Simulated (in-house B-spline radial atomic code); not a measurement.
In⁵⁺: [Kr] 4d8

Method: Dirac-Kohn-Sham BHandHLYP, spherical fractional occupations, Fermi nucleus of rms radius 4.6156 fm. Calculated with a radial B-spline atomic code at the basis-set limit.

Effective charges: Z_r = [3n² - l(l+1)]/(2<r>) from the radius, Z_e = n√(-2ε) from the energy, and Slater's rules. Values are occupation-weighted means over j. An effective charge above Z reflects the relativistic contraction of the inner shells.

```json
{"shell": "1s", "electrons": "2", "ε (eV)": "-27994", "<r> (bohr)": "0.02971", "Z_r": "50.49", "Z_e": "45.36", "Slater": "48.70"}
{"shell": "2s", "electrons": "2", "ε (eV)": "-4297.2", "<r> (bohr)": "0.128", "Z_r": "46.87", "Z_e": "35.54", "Slater": "44.85"}
{"shell": "2p", "electrons": "6", "ε (eV)": "-3865.5", "<r> (bohr)": "0.112", "Z_r": "44.64", "Z_e": "33.71", "Slater": "44.85"}
{"shell": "3s", "electrons": "2", "ε (eV)": "-892.58", "<r> (bohr)": "0.3473", "Z_r": "38.87", "Z_e": "24.30", "Slater": "37.75"}
{"shell": "3p", "electrons": "6", "ε (eV)": "-748.79", "<r> (bohr)": "0.3459", "Z_r": "36.14", "Z_e": "22.26", "Slater": "37.75"}
{"shell": "3d", "electrons": "10", "ε (eV)": "-523.63", "<r> (bohr)": "0.3236", "Z_r": "32.45", "Z_e": "18.61", "Slater": "27.85"}
{"shell": "4s", "electrons": "2", "ε (eV)": "-200.43", "<r> (bohr)": "0.8401", "Z_r": "28.57", "Z_e": "15.35", "Slater": "21.25"}
{"shell": "4p", "electrons": "6", "ε (eV)": "-155.42", "<r> (bohr)": "0.9036", "Z_r": "25.45", "Z_e": "13.52", "Slater": "21.25"}
{"shell": "4d", "electrons": "8", "ε (eV)": "-86.807", "<r> (bohr)": "1.077", "Z_r": "19.50", "Z_e": "10.10", "Slater": "10.55"}
```

The least bound orbital is 4d5/2 at -86.4 eV, and it is also the most diffuse (<r> = 1.081 bohr).

Spin-orbit splittings of the orbital energies (j = l + 1/2 above j = l - 1/2 when positive): 2p 211.4 eV, 3p 38.81 eV, 3d 7.896 eV, 4p 7.097 eV, 4d 1.023 eV.

For the 1s electron the small component carries 3.23 % of the norm, the zero-frequency Breit interaction raises the level by 63.49 eV, self-energy by 35.8 eV, and vacuum polarisation lowers it by 4.639 eV.

Caution: exact exchange at fractional occupations of open shells leaves self-interaction of up to several eV.
